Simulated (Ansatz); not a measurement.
Geometry optimisation, Ansatz, RKS PBE-D4/def2-SVP.

input.yaml

```yaml
crystal:
  periodic: [false, false, false]
  atoms:
    - { symbol: Hf, position_ang: [0.49082, 0.436092, -0.778076] }
    - { symbol: Cl, position_ang: [0.935732, -1.155406, 2.557063] }
    - { symbol: Cl, position_ang: [2.552553, -0.70025, -1.073231] }
    - { symbol: Cl, position_ang: [-0.25205, 1.446249, -2.780959] }
    - { symbol: "N", position_ang: [-1.037072, -0.684068, -0.135867] }
    - { symbol: H, position_ang: [-0.932752, -1.273765, 0.704401] }
    - { symbol: H, position_ang: [-1.95601, -0.839269, -0.570485] }
    - { symbol: "N", position_ang: [0.710439, 1.876547, 0.815954] }
    - { symbol: H, position_ang: [1.522941, 2.479169, 0.998515] }
    - { symbol: H, position_ang: [-0.060226, 2.186158, 1.427361] }
    - { symbol: H, position_ang: [0.994224, 0.154843, 2.225724] }
basis:
  gaussian: { orbitals: def2-SVP }
hamiltonian:
  xc: pbe
  dispersion: d4
relax:
  f_tol: 0.03
  max_steps: 50
output:
  orbitals: {}
```

Command:

```bash
$ ansatz run input.yaml --threads 4 --pin off --max-ram 5120MiB --backend cpu --events-out ev --progress --plain --runs-dir out
```

Where does it end, and by what steps?

The run converged. After 31 steps the energy has fallen by 1.803 eV; Cl2 moved furthest, 1.56 Å. Parted: Cl2–H11 (1.35 → 2.97 Å). Joined: Hf1–Cl2 (3.72 → 2.41 Å), N8–H11 (2.24 → 1.03 Å).

```csv
step,energy less start (eV),largest force component (eV/Å),accepted
0,0.0000,1.243,yes
2,-0.2050,0.727,yes
4,-0.2268,0.476,yes
6,-0.2604,0.199,yes
8,-0.3152,0.444,yes
10,-0.5024,1.105,yes
12,-0.9597,1.819,yes
14,-1.5675,0.674,yes
16,-1.7199,0.504,yes
18,-1.7602,0.194,yes
20,-1.7675,0.165,yes
22,-1.7731,0.050,yes
24,-1.7816,0.191,yes
26,-1.7894,0.134,yes
28,-1.7994,0.194,yes
30,-1.8029,0.051,yes
31,-1.8033,0.012,yes
```

```xyz
11
Properties=species:S:1:pos:R:3
Hf 0.829 -0.133 -0.262
Cl 2.142 -0.764 1.654
Cl 1.835 -1.684 -1.769
Cl 0.804 1.721 -1.795
N -1.055 -0.811 -0.019
H -1.318 -1.584 0.606
H -1.820 -0.657 -0.687
N 0.433 1.735 1.237
H 1.253 2.352 1.321
H -0.342 2.331 0.913
H 0.209 1.421 2.192
```

Whether the end is a true minimum wasn't checked by a vibrational analysis.

Time of the run: 74 s on 4 threads of Arm Neoverse V2, on a shared host, peak memory 0.22 GiB.
